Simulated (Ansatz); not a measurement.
Geometry optimisation of the cluster B6N.

```yaml
crystal:
  periodic: [false, false, false]
  atoms:
    - {symbol: N, position_ang: [-1.575230, 0.645610, 0.124670]}
    - {symbol: B, position_ang: [1.729570, 0.106990, -0.066520]}
    - {symbol: B, position_ang: [0.979080, 1.401490, 0.069450]}
    - {symbol: B, position_ang: [-0.300150, -1.678850, -0.123460]}
    - {symbol: B, position_ang: [1.149890, -1.287360, -0.155560]}
    - {symbol: B, position_ang: [-0.545090, 1.480200, 0.142500]}
    - {symbol: B, position_ang: [-1.438070, -0.668080, 0.008910]}
basis:
  gaussian: {orbitals: def2-SVP}
magnetization: {spin_polarized: true, initial_magnetization: 1}
hamiltonian: {xc: {name: B3LYP}, dispersion: d4}
scf: {lower_state_search: "off"}
output: {orbitals: {seedname: orbitals}}
relax: {f_tol: 0.02, max_steps: 100}
```

```sh
$ ansatz run in.yaml --threads 4 --pin off --events-out ev --progress --plain --max-ram 4787MiB
```

Shortened log:

```
Functional definition: B3LYP
mean field -5535.99714623 eV, -203.4441426904 hartree, gradient 2.3e-6 eV, S^2 1.188192; 0 other end points of the search recorded, 0 dependent functions left out
relax step   1: F+E_penalty+E_count = -5536.51103199 eV  Δ(F+E_penalty+E_count) = +0.000e0 eV  max|allowed force component| = 2.655e0 eV/Å  Δτ_max = 0.0000 Å  (68 SCF iters, accepted)
mean field -5536.45344457 eV, -203.4609113451 hartree, gradient 2.7e-6 eV, S^2 0.930074; 0 other end points of the search recorded, 0 dependent functions left out
relax step   2: F+E_penalty+E_count = -5536.95937546 eV  Δ(F+E_penalty+E_count) = -4.483e-1 eV  max|allowed force component| = 1.675e0 eV/Å  Δτ_max = 0.0951 Å  (49 SCF iters, accepted)
mean field -5536.89949532 eV, -203.4773034078 hartree, gradient 4.1e-6 eV, S^2 0.778876; 0 other end points of the search recorded, 0 dependent functions left out
relax step   3: F+E_penalty+E_count = -5537.37794725 eV  Δ(F+E_penalty+E_count) = -4.186e-1 eV  max|allowed force component| = 1.072e0 eV/Å  Δτ_max = 0.2000 Å  (39 SCF iters, accepted)
mean field -5537.04601691 eV, -203.4826879769 hartree, gradient 2.4e-6 eV, S^2 0.776794; 0 other end points of the search recorded, 0 dependent functions left out
relax step   4: F+E_penalty+E_count = -5537.49701526 eV  Δ(F+E_penalty+E_count) = -1.191e-1 eV  max|allowed force component| = 5.594e-1 eV/Å  Δτ_max = 0.1007 Å  (30 SCF iters, accepted)
mean field -5537.07380148 eV, -203.4837090411 hartree, gradient 2.4e-6 eV, S^2 0.773793; 0 other end points of the search recorded, 0 dependent functions left out
relax step   5: F+E_penalty+E_count = -5537.52092076 eV  Δ(F+E_penalty+E_count) = -2.391e-2 eV  max|allowed force component| = 1.112e0 eV/Å  Δτ_max = 0.1107 Å  (32 SCF iters, accepted)
mean field -5537.10119980 eV, -203.4847159106 hartree, gradient 9.2e-6 eV, S^2 0.773626; 0 other end points of the search recorded, 0 dependent functions left out
relax step   6: F+E_penalty+E_count = -5537.54964410 eV  Δ(F+E_penalty+E_count) = -2.872e-2 eV  max|allowed force component| = 1.267e-1 eV/Å  Δτ_max = 0.0313 Å  (29 SCF iters, accepted)
mean field -5537.10665525 eV, -203.4849163948 hartree, gradient 2.2e-6 eV, S^2 0.772480; 0 other end points of the search recorded, 0 dependent functions left out
relax step   7: F+E_penalty+E_count = -5537.55557843 eV  Δ(F+E_penalty+E_count) = -5.934e-3 eV  max|allowed force component| = 6.390e-2 eV/Å  Δτ_max = 0.0379 Å  (33 SCF iters, accepted)
mean field -5537.11220074 eV, -203.4851201878 hartree, gradient 2.6e-6 eV, S^2 0.771575; 0 other end points of the search recorded, 0 dependent functions left out
relax step   8: F+E_penalty+E_count = -5537.56087825 eV  Δ(F+E_penalty+E_count) = -5.300e-3 eV  max|allowed force component| = 1.694e-1 eV/Å  Δτ_max = 0.0381 Å  (35 SCF iters, accepted)
mean field -5537.10015781 eV, -203.4846776182 hartree, gradient 3.3e-6 eV, S^2 0.773590; 0 other end points of the search recorded, 0 dependent functions left out
relax step   9: F+E_penalty+E_count = -5537.49738714 eV  Δ(F+E_penalty+E_count) = +6.349e-2 eV  max|allowed force component| = 1.304e0 eV/Å  Δτ_max = 0.2000 Å  (45 SCF iters, rejected (line search))
mean field -5537.13384010 eV, -203.4859154195 hartree, gradient 2.9e-6 eV, S^2 0.770128; 0 other end points of the search recorded, 0 dependent functions left out
relax step  10: F+E_penalty+E_count = -5537.57504462 eV  Δ(F+E_penalty+E_count) = -1.417e-2 eV  max|allowed force component| = 6.025e-1 eV/Å  Δτ_max = 0.0977 Å  (37 SCF iters, accepted)
mean field -5537.15097568 eV, -203.4865451404 hartree, gradient 2.0e-6 eV, S^2 0.773056; 0 other end points of the search recorded, 0 dependent functions left out
relax step  11: F+E_penalty+E_count = -5537.57676413 eV  Δ(F+E_penalty+E_count) = -1.720e-3 eV  max|allowed force component| = 2.070e-1 eV/Å  Δτ_max = 0.0620 Å  (38 SCF iters, accepted)
mean field -5537.14014920 eV, -203.4861472747 hartree, gradient 2.0e-6 eV, S^2 0.772344; 0 other end points of the search recorded, 0 dependent functions left out
relax step  12: F+E_penalty+E_count = -5537.58275956 eV  Δ(F+E_penalty+E_count) = -5.995e-3 eV  max|allowed force component| = 8.532e-2 eV/Å  Δτ_max = 0.0435 Å  (39 SCF iters, accepted)
mean field -5537.14440339 eV, -203.4863036132 hartree, gradient 2.6e-6 eV, S^2 0.771925; 0 other end points of the search recorded, 0 dependent functions left out
relax step  13: F+E_penalty+E_count = -5537.58360111 eV  Δ(F+E_penalty+E_count) = -8.416e-4 eV  max|allowed force component| = 2.645e-2 eV/Å  Δτ_max = 0.0150 Å  (38 SCF iters, accepted)
mean field -5537.14413240 eV, -203.4862936545 hartree, gradient 2.9e-6 eV, S^2 0.772016; 0 other end points of the search recorded, 0 dependent functions left out
relax step  14: F+E_penalty+E_count = -5537.58362289 eV  Δ(F+E_penalty+E_count) = -2.177e-5 eV  max|allowed force component| = 2.046e-3 eV/Å  Δτ_max = 0.0016 Å  (23 SCF iters, accepted)
Total energy: -5537.58385275 eV, -203.5024530795 hartree
Atom 0 at    -1.934746     0.800228     0.150604 Å, force     0.000758    -0.000462    -0.000123 eV/Å
Atom 1 at     2.148820     0.080042    -0.088836 Å, force    -0.000272    -0.000219     0.000068 eV/Å
Atom 2 at     0.903345     0.942267     0.036280 Å, force    -0.000032    -0.000085    -0.000196 eV/Å
Atom 3 at    -0.233340    -1.405658    -0.103504 Å, force     0.001001     0.000224     0.000029 eV/Å
Atom 4 at     1.299075    -1.192188    -0.154143 Å, force    -0.002046     0.000944     0.000144 eV/Å
Atom 5 at    -0.670575     1.240450     0.130170 Å, force     0.000312    -0.000338     0.000152 eV/Å
Atom 6 at    -1.512578    -0.465140     0.029418 Å, force     0.000281    -0.000063    -0.000074 eV/Å
Dipole moment:    -0.180120    -0.016809     0.006627 e Å
Checks for a lower state left out: stability, starts, cluster_reference, orbital_swaps, neighbouring_geometries, increment
```

It took 23 s on 4 threads of Arm Neoverse V1 on a shared host.

Another isomer (doublet) lies 0.19 eV lower at PBE0-D4/def2-TZVP; other spin states weren't run for this one.
